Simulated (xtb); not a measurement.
silyloxysilylmethanol (CH8O2Si2), SMILES OC[SiH2]O[SiH3]. All values are semi-empirical tight-binding results from xtb (GFN2-xTB unless named), good for trends rather than for accurate numbers. Geometry optimised at GFN2-xTB. One conformer was computed; it need not be the lowest.

A frequency run showed that this geometry is not a minimum.

Estimate the properties. (Estimate from the structure and the level; the computed values follow.)


```
Property                                        Result
---------------------------------------  -------------
orbital gap                                    4.89 eV
dipole moment                                   2.08 D
static polarisability (D4 model)            81.7 bohr³
solvation energy, GFN2-xTB/ALPB(water)   -2.5 kcal/mol
solvation energy, GFN2-xTB/ALPB(ch2cl2)  -4.2 kcal/mol
```
